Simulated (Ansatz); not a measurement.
A structure relaxed at PBE0-D4/def2-TZVP, charge 0, multiplicity 1:

Cartesian coordinates in Å:
```
S -0.461 1.016 -2.087
B 0.123 1.014 -0.372
O -0.069 -0.078 0.377
Al -0.177 -1.518 1.220
Cl 1.399 -2.869 1.051
H -0.057 2.263 -2.372
H 0.665 1.987 0.069
H -1.424 -1.816 2.113
```

Give its formula and SMILES.

AlBClH3OS, `SB[O][AlH][Cl]`.

Summarise the bond lengths by kind.

1 × B–S 1.812 Å; 1 × H–S 1.341 Å; 1 × B–O 1.338 Å; 1 × B–H 1.198 Å; 1 × Al–O 1.672 Å; 1 × Al–Cl 2.084 Å; 1 × Al–H 1.562 Å.

Results of the Gaussian-basis code of Ansatz.
